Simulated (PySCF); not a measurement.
PySCF input for CH4OSSn, SMILES C[O][Sn][SH] (connectivity only; charge and spin as stated), neutral, multiplicity 1, TDA-PBE/def2-SVPD. Coordinates come from a B3LYP-D3(BJ)/def2-SVP optimisation. The structure was generated by enumeration; whether it is a known compound was not checked. The def2 effective core potentials stand for the cores of Sn; spin–orbit coupling is left out. Other conformers were not sampled.

```python
import numpy as np
from pyscf import gto, scf, dft, tdscf

mol = gto.M(
    atom='''
    Sn    0.35207542   -0.02359879    0.69123989
    O    -1.26909866   -1.08539934    0.17609030
    C    -1.94405008   -1.08115420   -1.05468646
    H    -2.35282088   -0.08345929   -1.30891982
    H    -1.29150094   -1.38631379   -1.89625113
    H    -2.79016551   -1.78996773   -1.01103587
    S     0.56192451    1.11266474   -1.51874493
    H     1.65701364    1.80716422   -1.12647213
    ''',
    basis='def2-SVPD',
    ecp={'Sn': 'def2-svp'},
    charge=0,
    spin=0,
    max_memory=1600,
    verbose=4,
)
mf = dft.RKS(mol, xc='pbe').density_fit(auxbasis='def2-universal-jkfit')
mf.grids.level = 3
mf.conv_tol = 1e-9
mf.max_cycle = 100
mf.kernel()
mf.grids = dft.Grids(mol).set(level=1).build(with_non0tab=True)  # coarser grid for the response kernel
td = tdscf.TDA(mf)
td.singlet = True
td.nstates = 10
td.conv_tol = 1e-4
td.positive_eig_threshold = 1e-6
td.kernel(x0=td.get_init_guess(mf, 15))
td.analyze()
tt = tdscf.TDA(mf)
tt.singlet = False
tt.nstates = 4
tt.conv_tol = 1e-4
tt.positive_eig_threshold = 1e-6
tt.kernel(x0=tt.get_init_guess(mf, 9))
tt.analyze(verbose=3)
```

Log of the run:

```
PySCF version 2.14.0

[INPUT] verbose = 4
[INPUT] num. atoms = 8
[INPUT] num. electrons = 56
[INPUT] charge = 0
[INPUT] spin (= nelec alpha-beta = 2S) = 0
[INPUT] symmetry False subgroup None
[INPUT] Mole.unit = angstrom
[INPUT] Symbol           X                Y                Z      unit          X                Y                Z       unit  Magmom
[INPUT]  1 Sn     0.352075420000  -0.023598790000   0.691239890000 AA    0.665326118991  -0.044595249971   1.306254078474 Bohr   0.0
[INPUT]  2 O     -1.269098660000  -1.085399340000   0.176090300000 AA   -2.398248892453  -2.051107488384   0.332762440192 Bohr   0.0
[INPUT]  3 C     -1.944050080000  -1.081154200000  -1.054686460000 AA   -3.673722223639  -2.043085336423  -1.993068556687 Bohr   0.0
[INPUT]  4 H     -2.352820880000  -0.083459290000  -1.308919820000 AA   -4.446187083358  -0.157715200651  -2.473499978815 Bohr   0.0
[INPUT]  5 H     -1.291500940000  -1.386313790000  -1.896251130000 AA   -2.440583066218  -2.619753385808  -3.583395299097 Bohr   0.0
[INPUT]  6 H     -2.790165510000  -1.789967730000  -1.011035870000 AA   -5.272648656107  -3.382548781509  -1.910580896411 Bohr   0.0
[INPUT]  7 S      0.561924510000   1.112664740000  -1.518744930000 AA    1.061883426580   2.102631627060  -2.870011970772 Bohr   0.0
[INPUT]  8 H      1.657013640000   1.807164220000  -1.126472130000 AA    3.131301964269   3.415045437913  -2.128723812655 Bohr   0.0

nuclear repulsion = 242.455474044623
number of shells = 56
number of NR pGTOs = 215
number of NR cGTOs = 134
basis = def2-SVPD
ecp = {'Sn': 'def2-svp'}


[settings echo left out]
init E= -704.997127080384
  HOMO = -0.633180158990178  LUMO = -0.603734194015854  gap/eV = 0.80127
cycle= 1 E= -723.188629439968  delta_E= -18.2  |g|= 3.76  |ddm|= 13.4
  HOMO = -0.0708719709211499  LUMO = -0.067842139917112  gap/eV = 0.08245
cycle= 2 E= -640.322665927589  delta_E= 82.9  |g|= 10.4  |ddm|= 49.7
  HOMO = -0.269604841275654  LUMO = -0.107596513369439  gap/eV = 4.40847
cycle= 3 E= -727.234755705602  delta_E= -86.9  |g|= 1.44  |ddm|= 48.8
  HOMO = -0.0751354810291488  LUMO = -0.0465834770478944  gap/eV = 0.77694
cycle= 4 E= -722.98173668537  delta_E= 4.25  |g|= 3.54  |ddm|= 5.37
  HOMO = -0.17567144564991  LUMO = -0.0976125693854274  gap/eV = 2.12409
cycle= 5 E= -727.5371415419  delta_E= -4.56  |g|= 0.811  |ddm|= 4.59
  HOMO = -0.223140941542241  LUMO = -0.118888947229962  gap/eV = 2.83684
cycle= 6 E= -727.678369069999  delta_E= -0.141  |g|= 0.57  |ddm|= 1.77
  HOMO = -0.221041848524842  LUMO = -0.1046796932795  gap/eV = 3.16638
cycle= 7 E= -727.769675490893  delta_E= -0.0913  |g|= 0.111  |ddm|= 0.862
  HOMO = -0.230650879073795  LUMO = -0.111187557415569  gap/eV = 3.25076
cycle= 8 E= -727.772867166741  delta_E= -0.00319  |g|= 0.0547  |ddm|= 0.25
  HOMO = -0.229994493167083  LUMO = -0.111377522845082  gap/eV = 3.22773
cycle= 9 E= -727.773803699563  delta_E= -0.000937  |g|= 0.00971  |ddm|= 0.084
  HOMO = -0.229568083569949  LUMO = -0.111287357570632  gap/eV = 3.21858
cycle= 10 E= -727.773833390194  delta_E= -2.97e-05  |g|= 0.00265  |ddm|= 0.0185
  HOMO = -0.22975237865192  LUMO = -0.111172992409372  gap/eV = 3.22671
cycle= 11 E= -727.773835838292  delta_E= -2.45e-06  |g|= 0.000837  |ddm|= 0.00577
  HOMO = -0.22976825922658  LUMO = -0.111171316794341  gap/eV = 3.22719
cycle= 12 E= -727.773836022446  delta_E= -1.84e-07  |g|= 0.000193  |ddm|= 0.00133
  HOMO = -0.229763227882269  LUMO = -0.111186021918797  gap/eV = 3.22665
cycle= 13 E= -727.773836038719  delta_E= -1.63e-08  |g|= 6.21e-05  |ddm|= 0.000424
  HOMO = -0.229760411339125  LUMO = -0.111184243877453  gap/eV = 3.22662
cycle= 14 E= -727.773836040047  delta_E= -1.33e-09  |g|= 7.59e-06  |ddm|= 0.000112
  HOMO = -0.229760110885639  LUMO = -0.111184361321612  gap/eV = 3.22661
cycle= 15 E= -727.773836040055  delta_E= -7.62e-12  |g|= 5.87e-06  |ddm|= 1.99e-05
  HOMO = -0.229760540177863  LUMO = -0.111183988483631  gap/eV = 3.22663
Extra cycle  E= -727.773836039974  delta_E= 8.13e-11  |g|= 1.67e-05  |ddm|= 3.1e-05
converged SCF energy = -727.773836039974
tot grids = 34592
Overwritten attributes  positive_eig_threshold  of <class 'pyscf.tdscf.rks.TDA'>


******** <class 'pyscf.tdscf.rks.TDA'> for <class 'pyscf.df.df_jk.DFRKS'> ********
nstates = 10 singlet
deg_eia_thresh = 1.000e-03
wfnsym = None
conv_tol = 0.0001
eigh lindep = 1e-12
eigh level_shift = 0
eigh max_cycle = 100


Excitation energies (eV)
[3.66688661 3.84534326 3.87351335 4.30205168 4.9247675  5.29677953
 5.34003169 5.58875985 5.62212564 5.81079805]

** Singlet excitation energies and oscillator strengths **
Excited State   1:      3.66689 eV    338.12 nm  f=0.0022
      26 -> 29       -0.69980
Excited State   2:      3.84534 eV    322.43 nm  f=0.0294
      27 -> 29       -0.69026
Excited State   3:      3.87351 eV    320.08 nm  f=0.0361
      26 -> 31        0.10204
      27 -> 30       -0.15201
      28 -> 29       -0.66879
Excited State   4:      4.30205 eV    288.20 nm  f=0.0417
      25 -> 29       -0.66193
      27 -> 31       -0.13848
Excited State   5:      4.92477 eV    251.76 nm  f=0.0101
      28 -> 30        0.70479
Excited State   6:      5.29678 eV    234.07 nm  f=0.0002
      25 -> 30       -0.68943
      28 -> 31        0.14511
Excited State   7:      5.34003 eV    232.18 nm  f=0.0101
      26 -> 30        0.66046
      27 -> 30        0.19398
      27 -> 31        0.11600
Excited State   8:      5.58876 eV    221.85 nm  f=0.0057
      25 -> 30       -0.14276
      28 -> 31       -0.68879
Excited State   9:      5.62213 eV    220.53 nm  f=0.0863
      26 -> 30       -0.12052
      26 -> 31        0.26302
      27 -> 30        0.52048
      27 -> 31       -0.32617
      27 -> 32        0.13377
Excited State  10:      5.81080 eV    213.37 nm  f=0.0134
      28 -> 32       -0.69532

** Transition electric dipole moments (AU) **
state          X           Y           Z        Dip. S.      Osc.
  1         0.0937     -0.1128     -0.0527      0.0243      0.0022
  2         0.3277     -0.4147     -0.1810      0.3121      0.0294
  3         0.3910      0.4123     -0.2388      0.3799      0.0361
  4        -0.4056     -0.1148     -0.4669      0.3957      0.0417
  5        -0.1697      0.2149      0.0944      0.0839      0.0101
  6        -0.0242      0.0225      0.0132      0.0013      0.0002
  7         0.1690      0.1860     -0.1170      0.0769      0.0101
  8         0.1204     -0.1514     -0.0661      0.0418      0.0057
  9         0.4684      0.5279     -0.3580      0.6263      0.0863
 10         0.1801     -0.2270     -0.1001      0.0940      0.0134

WARN: ECP detected. Skipping calculation of transition velocity and magnetic dipole moments, which have not yet been implemented.



******** <class 'pyscf.tdscf.rks.TDA'> for <class 'pyscf.df.df_jk.DFRKS'> ********
nstates = 4 triplet
deg_eia_thresh = 1.000e-03
wfnsym = None
conv_tol = 0.0001
eigh lindep = 1e-12
eigh level_shift = 0
eigh max_cycle = 100


Excitation energies (eV)
[2.98689998 3.01152006 3.25907319 3.47289199]

** Triplet excitation energies and oscillator strengths **
Excited State   1:      2.98690 eV    415.09 nm  f=0.0000
Excited State   2:      3.01152 eV    411.70 nm  f=0.0000
Excited State   3:      3.25907 eV    380.43 nm  f=0.0000
Excited State   4:      3.47289 eV    357.01 nm  f=0.0000
```

Self-consistency was reached.
